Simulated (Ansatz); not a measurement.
**Match the barriers**

Saddle point of ZnH₃ClO, closed shell (ZnHClO ([OH][Zn][Cl]) + H₂ → ZnHCl ([Cl][ZnH]) + H₂O (still joined by a long Zn–O bond); bonds formed: Zn1–H5, O2–H4; bonds broken: H4–H5; bonds weakened to dative contacts: Zn1–O2), PBE0-D4/def2-TZVP structure:

```
6
angstrom
Zn -0.5013 0.2705 -0.5894
O 0.0959 -0.5417 1.0634
Cl -1.8925 0.3835 -2.1667
H 0.9341 0.3154 0.5646
H 1.0848 1.0449 -0.0912
H 0.2791 -1.4726 1.2193
```

Program: Ansatz 0.2.0. Basis: def2-TZVPP, with def2-QZVPP for the basis limit. Cores are frozen in the correlated methods. The 3s and 3p shells of Cu and Zn are frozen; filled d shells are correlated. Extrapolation: Hartree–Fock as exp(−7.88 √X), correlation as X^−2.97. Four methods, as single points on the PBE0-D4 structures, gave these electronic barriers from the start structure: 13.15, 20.75, 24.32, 29.39 kcal/mol.

The methods were, in alphabetical order, CCSD(T), HF, PBE0-D4, SPW92. Which gave which? (A judgement: the text doesn't fix the answer.)

The calculation gives: SPW92 13.15; PBE0-D4 20.75; CCSD(T) 24.32; HF 29.39 kcal/mol. For comparison, CCSD(T) at an estimated basis limit (MP2 extrapolated from triple and quadruple zeta, plus CCSD(T) − MP2 in triple zeta) gives 25.05 kcal/mol.

T1 diagnostic: at most 0.016.

Labels in which every atom is bracketed show which atoms are joined, not bond orders.

For scale, one of the runs: CCSD(T)/def2-TZVPP, 179 basis functions (an equivalent command: `ansatz run in.yaml --threads 4`). Time: 26 s of wall clock on 4 CPU threads; the host was shared. Peak host memory: 1.6 GiB.
